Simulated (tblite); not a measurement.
Isomers of C9H8O. Level: GFN2-xTB in tblite, geometry and Hessian alike; calculated harmonic values, unscaled, isolated species. Errors from tens to a few hundred cm⁻¹ against measured bands are possible. One conformer each.

Electronic energies: GFN2-xTB at the same geometries; isomer energies are rough at this level and their order can be wrong.

```csv
SMILES,"electronic energy, lowest = 0 (kcal/mol)"
O=C/C=C/c1ccccc1,38.9
Cc1coc2ccccc12,0.0
C#C/C=C\C(C=C)=C/C=O,109.6
CC#Cc1cccc(O)c1,42.1
COC1=CC=C2C=CC=C21,56.4
```

Problem. How do GFN2-xTB zero-point energies change the relative energies?

Solution. 
| SMILES | ZPE (kcal/mol) | of it from modes above 1550 cm⁻¹ | electronic (kcal/mol) | with ZPE, lowest = 0 (kcal/mol) | lowest mode (cm⁻¹) | rings |
| --- | --- | --- | --- | --- | --- | --- |
| Cc1coc2ccccc12 | 88.7 | 42.0 | 0.0 | 0.0 | 102 | 2 |
| O=C/C=C/c1ccccc1 | 86.7 | 44.1 | 38.9 | 37.0 | 34 | 1 |
| CC#Cc1cccc(O)c1 | 86.3 | 43.5 | 42.1 | 39.8 | 11 | 1 |
| COC1=CC=C2C=CC=C21 | 86.9 | 39.8 | 56.4 | 54.6 | 97 | 2 |
| C#C/C=C\C(C=C)=C/C=O | 83.5 | 47.9 | 109.6 | 104.5 | 39 | 0 |

The zero-point energies span 5.2 kcal/mol, from `C#C/C=C\C(C=C)=C/C=O` to `Cc1coc2ccccc12`. The order is unchanged.

Problem. What do entropy and thermal enthalpy add at 298.15 K and 1 bar (rigid rotor, harmonic oscillator, one conformer each)?

Solution. 
```
              SMILES  point group  symmetry number  S (cal/(mol K))  H − H(0) (kcal/mol)  ZPE + H − H(0) − TS (kcal/mol)
      Cc1coc2ccccc12           Cs                1             87.6                 5.62                            68.2
    O=C/C=C/c1ccccc1           Cs                1             95.0                 6.26                            64.7
  COC1=CC=C2C=CC=C21           Cs                1             90.0                 5.95                            66.0
C#C/C=C\C(C=C)=C/C=O           C1                1            103.0                 7.44                            60.3
```

Not tabulated: `CC#Cc1cccc(O)c1` (lowest mode only 11 cm⁻¹).
